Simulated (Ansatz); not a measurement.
CH₉BSSi₂, SMILES `B[SiH2]CS[SiH3]` at its PBE0-D4/def2-TZVP geometry, where that method's forces vanish. Charge 0, multiplicity 1.

```xyz
14

B    -2.0954   -1.1114    1.7846
Si   -0.6148    0.1091    1.1838
C    -0.6740    0.5798   -0.6425
S     0.6942    1.6867   -1.1361
Si    2.2276    0.2707   -1.5365
H    -2.2186   -1.3591    2.9488
H    -2.8639   -1.6361    1.0323
H    -0.6162    1.3617    1.9907
H     0.6684   -0.6032    1.4587
H    -0.6958   -0.3008   -1.2898
H    -1.5903    1.1384   -0.8498
H     2.6722   -0.4644   -0.3238
H     1.7497   -0.7286   -2.5307
H     3.3570    1.0571   -2.0897
```

Task: What forces (eV/Å) does B3LYP-D4/def2-TZVPP give on these atoms in the Gaussian-basis code of Ansatz? (Best estimate.)

Result: Computed: 
```
B1  -0.097 -0.085  0.046
Si2  0.060 -0.011  0.155
C3  -0.271 -0.145 -0.009
S4   0.114  0.282 -0.082
Si5  0.213 -0.144 -0.061
H6   0.004  0.022 -0.123
H7   0.078  0.054  0.082
H8   0.002 -0.074 -0.049
H9  -0.082  0.051 -0.020
H10 -0.016  0.058  0.042
H11  0.050 -0.053  0.007
H12 -0.027  0.045 -0.090
H13  0.037  0.058  0.067
H14 -0.066 -0.059  0.034
```

B3LYP here is the variant with VWN-RPA as its local correlation; programs differ in this.
